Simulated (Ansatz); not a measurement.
Basis sets compared for the cluster Hf₂Si₂. The state is a singlet with charge 0. Geometry PBE-D4/def2-SVP. Ansatz on 4 threads of Arm Neoverse V2 on a shared host; times are rough, and most runs start from earlier orbitals.

Cartesian coordinates in Å:
```
Hf -1.236 0.345 -0.977
Hf 1.051 1.141 0.440
Si -0.682 -0.448 1.351
Si 0.866 -1.038 -0.815
```

In the def2 sets Hf takes a core potential; there is no spin–orbit coupling. The structure comes from a short search, and lower isomers may exist.

Binding counts from free atoms (Hf triplet, Si triplet) in the same basis, without a counterpoise term.

| level | functions | energy (Eh) | HOMO (eV) | LUMO (eV) | binding per atom (eV) | wall time |
| --- | --- | --- | --- | --- | --- | --- |
| PBE-D4/def2-SVP | 100 | -674.4596 | -4.07 | -3.24 | 3.25 | 1.3 s |
| PBE-D4/def2-TZVP | 154 | -674.6757 | -4.02 | -3.19 | 3.31 | 1.8 s |
| PBE0-D4/def2-SVP | 100 | -674.4091 | -4.80 | -2.48 | 2.93 | 1.4 s |
| PBE0-D4/def2-TZVP (with forces) | 154 | -674.6270 | -4.72 | -2.38 | 3.01 | 3 s |

(1) Estimate the rows for PBE-D4/def2-TZVPD, PBE0-D4/def2-TZVPD.

Results:

(1) 
```
             level  functions  energy (Eh)  HOMO (eV)  LUMO (eV)  binding per atom (eV)  wall time
 PBE-D4/def2-TZVPD        172    -674.6763      -4.04      -3.22                   3.31        2 s
PBE0-D4/def2-TZVPD        172    -674.6276      -4.73      -2.42                   3.02      2.4 s
```
